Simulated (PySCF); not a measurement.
carbon atom (C), triplet. Base run: B3LYP/6-311G** (PySCF).

PySCF was given this input:
```python
from pyscf import gto, scf, dft

mol = gto.M(
    atom='''
C     0.00000000    0.00000000    0.00000000
''',
    basis='6-311g**',
    spin=2,
    verbose=5,
)

mf = dft.UKS(mol)
mf.xc = 'b3lyp'
mf.kernel()
mf.analyze()
```

The base run was repeated with changes; each row names its change, and settings that it needs were set with it.

```tsv
change	ΔE vs base (µEh)	grid points	electrons on the grid
base	0.0	14120	6.00000
grids.prune = dft.gen_grid.sg1_prune	-0.2	6312	6.00000
grids.atom_grid = (75, 302)	0.0	14120	6.00000
grids.level = 1	0.5	5184	6.00000
grids.radi_method = mura_knowles	0.0	13040	6.00000
grids.level = 2	0.0	11208	6.00000
grids.prune = off	0.0	22656	6.00000
grids.level = 4	0.0	28608	6.00000
grids.radi_method = delley	0.0	14408	6.00000
grids.prune = dft.gen_grid.treutler_prune	-3.9	12432	6.00000
grids.atom_grid = (30, 110)	-5.2	2448	6.00000
```

Open shells are given as the SCF converged; they aren't shown to be the lowest states, and a large step between rows can be another state.
